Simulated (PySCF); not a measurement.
**Shapes and spin states of Sc2O**

All numbers come from PySCF, PBE0, basis O def2-TZVP, Sc def2-TZVP (no relativity, density fitting).

Relaxations began from a few typed shapes and spin states; open shells are unrestricted. The search is not exhaustive: other isomers or separated fragments can lie lower, and high-lying points may rest on an excited occupation.

Q: Which is the lowest minimum found?
A. quintet D∞h: O–Sc 1.876 Å (×2); Sc–O–Sc 180.0°
B. singlet (closed shell, unstable to spin polarisation) D∞h: O–Sc 1.821 Å (×2); Sc–O–Sc 180.0°
C. singlet (closed shell, unstable to spin polarisation) C2v: O–Sc 1.820 Å (×2), Sc–Sc 3.372 Å; O–Sc–Sc 22.1° (×2), Sc–O–Sc 135.8°
D. triplet (⟨S²⟩ 2.24) Cs: O–Sc 1.789 Å, O–Sc 1.920 Å, Sc–Sc 3.164 Å; O–Sc–Sc 30.2°, O–Sc–Sc 32.7°, Sc–O–Sc 117.1°

A: D. The others lie at 20.1 (quintet D∞h), 25.0 (singlet C2v), 28.2 (singlet D∞h, a saddle point) kJ/mol above it.

For the lowest minimum: the determinant is spin-contaminated (⟨S²⟩ = 2.24, pure value 2.00). Other spin states or occupations of the open shell can lie lower.

The electron or spin density has lower symmetry than the nuclear frame for the quintet D∞h at 20.1 kJ/mol.
